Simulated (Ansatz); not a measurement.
`[OH][SnH2][AlH2]`, 8 atoms. The species carries charge 0 and has multiplicity 1. Correlated methods include outer-core shells of Sn, which these sets cover unevenly. Sn takes the def2 core potential. All runs use 2 threads of an Arm Neoverse V1 on a shared host. Correlated methods freeze the cores.

Task: How many basis functions does each run have, and how long does it take in Ansatz? RKS ωB97M-V/def2-SVP energy; RKS ωB97M-V/def2-QZVPP energy; RKS PBE0-D4/def2-TZVP frequencies; RKS PBE0-D4/def2-TZVP relaxation (17 steps); RHF-CCSD(T)/def2-SVP energy; RKS PBE0-D4/def2-QZVPP energy; RKS PBE0-D4/def2-SVP energy; RHF-MP2/def2-QZVPP energy; RHF-CCSD(T)/def2-TZVPP energy; RKS ωB97M-V/def2-TZVPP energy and forces; RKS PBE-QIDH (frozen core)/def2-TZVPP energy; RKS PBE0-D4/def2-TZVPP energy. (An estimate is asked.)

Result: Computed: Other jobs shared the machine, so times are rough.

```tsv
level	job	functions	wall time	peak host memory (GiB)
RKS PBE0-D4/def2-SVP	energy	83	1.5 s	0.37
RKS PBE0-D4/def2-TZVPP	energy	193	3.3 s	0.38
RHF-CCSD(T)/def2-SVP	energy	83	3.6 s	0.37
RKS PBE-QIDH (frozen core)/def2-TZVPP	energy	193	6.5 s	0.4
RKS ωB97M-V/def2-SVP	energy	83	7.5 s	0.37
RKS PBE0-D4/def2-QZVPP	energy	359	8.5 s	0.94
RKS ωB97M-V/def2-TZVPP	energy and forces	193	14 s	0.55
RHF-MP2/def2-QZVPP	energy	359	18 s	1.4
RKS ωB97M-V/def2-QZVPP	energy	359	21 s	1.2
RKS PBE0-D4/def2-TZVP	relaxation (17 steps)	148	59 s	0.32
RHF-CCSD(T)/def2-TZVPP	energy	193	89 s	2.3
RKS PBE0-D4/def2-TZVP	frequencies	148	120 s	0.37
```
